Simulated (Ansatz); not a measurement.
Stepwise reaction of `[SiH3][O][Ga]([Cl])[Cl]` with water, as a gas-phase model of exchange steps in deposition or etching. ΔE in kJ/mol.

Gas-phase electronic energies from Ansatz, PBE0-D4/def2-TZVP geometries. CCSD(T)/CBS is the MP2 limit (def2-TZVPP, def2-QZVPP) plus CCSD(T) − MP2 in def2-TZVPP, frozen cores. This one scheme is used for every species. Functionals use def2-TZVPP. B3LYP here is the variant with VWN-RPA as its local correlation; programs differ in this. For Ga outer-core shells are correlated without core-valence functions, which leaves a few kJ/mol of doubt a bond. Scalar relativity is left out up to krypton. One conformer a species, not always the lowest.

| step | reaction | PBE-D4 | B3LYP-D4 | ωB97M-V | CCSD(T)/CBS |
| --- | --- | --- | --- | --- | --- |
| 1 | `[SiH3][O][Ga]([Cl])[Cl]` + H₂O → `[OH][Ga]([Cl])[O][SiH3]` + HCl | 55.0 | 55.7 | 56.4 | 55.9 |

Give the row of step 2, `[OH][Ga]([Cl])[O][SiH3]` + H₂O → `[OH][Ga]([OH])[O][SiH3]` + HCl. (Estimate.)

Ansatz gave: 
```tsv
step	reaction	PBE-D4	B3LYP-D4	ωB97M-V	CCSD(T)/CBS
2	`[OH][Ga]([Cl])[O][SiH3]` + H₂O → `[OH][Ga]([OH])[O][SiH3]` + HCl	59.0	58.6	59.6	58.7
```

By hand: ΔE of the 2 steps together at CCSD(T)/CBS.

(55.9) + (58.7) = 114.6 kJ/mol, or 57.3 kJ/mol a step.

In ΔE the steps differ by no more than 2.8 kJ/mol. All are uphill at CCSD(T)/CBS. PBE-D4 differs from CCSD(T)/CBS by -0.9 to 0.3 kJ/mol a step. Isolated molecules leave out the surface, adducts and barriers. Largest T1 diagnostic: 0.014.
